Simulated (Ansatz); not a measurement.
Two structures of SiNH8ClO, closed shell, reached by relaxing down either side of one saddle point (PBE0-D4/def2-TZVP). Energies are electronic, without zero-point energy. Computed with Ansatz 0.2.0 (basis: def2-TZVPP and def2-QZVPP); correlated methods freeze the cores. Extrapolation: Hartree–Fock as exp(−7.88 √X), correlation as X^−2.97. First:

Si1  (-1.235, -0.351, -0.608)
H2  (-0.184, -1.383, -0.419)
H3  (-1.463, 0.160, -1.977)
H4  (-1.536, 0.534, 0.540)
Cl5  (-2.933, -1.645, -0.454)
H6  (1.108, 0.803, 0.139)
N7  (0.574, 0.972, -0.714)
H8  (1.045, -1.146, 1.463)
O9  (1.619, -0.404, 1.678)
H10  (1.169, 0.762, -1.508)
H11  (0.331, 1.955, -0.761)
H12  (1.505, -0.256, 2.620)
(Å)

Second:

```xyz
12
angstrom
Si -1.5575 0.5221 -0.6112
H 1.9160 -1.9075 -1.0565
H -1.7699 -0.7141 -1.3913
H -2.3799 1.6607 -1.0724
Cl -2.2166 0.1140 1.3074
H 0.8102 0.1727 1.2521
N 0.0951 0.9334 -0.6530
H 1.8656 -1.7015 -0.3370
O 1.3287 -0.4433 1.7860
H 0.7927 0.2860 -0.9830
H 0.4159 1.8869 -0.6527
H 0.6996 -0.8094 2.4117
```

Task: Which bonds change from the first to the second?

Result: SiH₃Cl ([SiH3][Cl]) + H₂O + NH₃ → SiNH₄Cl ([NH2][SiH2][Cl]) + H₂O + H₂; bonds formed: Si1–N7, H2–H8, H6–O9; bonds broken: Si1–H2, H6–N7, H8–O9.

Task: Give the saddle point's structure and its height above each. (To be estimated.)

Result: The calculation gives: 177.8 kJ/mol above the first and 194.0 kJ/mol above the second (CCSD(T) at an estimated basis limit (MP2 extrapolated from triple and quadruple zeta, plus CCSD(T) − MP2 in triple zeta)).
Si1  (-1.005, -0.088, -0.671)
H2  (0.194, -1.349, -0.389)
H3  (-1.114, -0.748, -2.000)
H4  (-2.002, 1.028, -0.830)
Cl5  (-1.939, -0.871, 1.043)
H6  (1.017, 0.393, 0.691)
N7  (0.421, 1.017, -0.335)
H8  (0.798, -1.139, 0.442)
O9  (1.423, -0.543, 1.261)
H10  (1.119, 0.969, -1.072)
H11  (0.137, 1.985, -0.232)
H12  (0.950, -0.655, 2.093)
(Å)

T1 diagnostic: at most 0.011.

Labels in which every atom is bracketed show which atoms are joined, not bond orders.

For scale, one of the runs: CCSD(T)/def2-TZVPP, 258 basis functions, launched by `ansatz run in.yaml --threads 4 --pin off --events-out ev --progress --plain --max-ram 9574MiB`. Hardware: 4 CPU threads of an Arm Neoverse V1, shared host. Wall time 2.9 min; peak host memory 5.8 GiB.
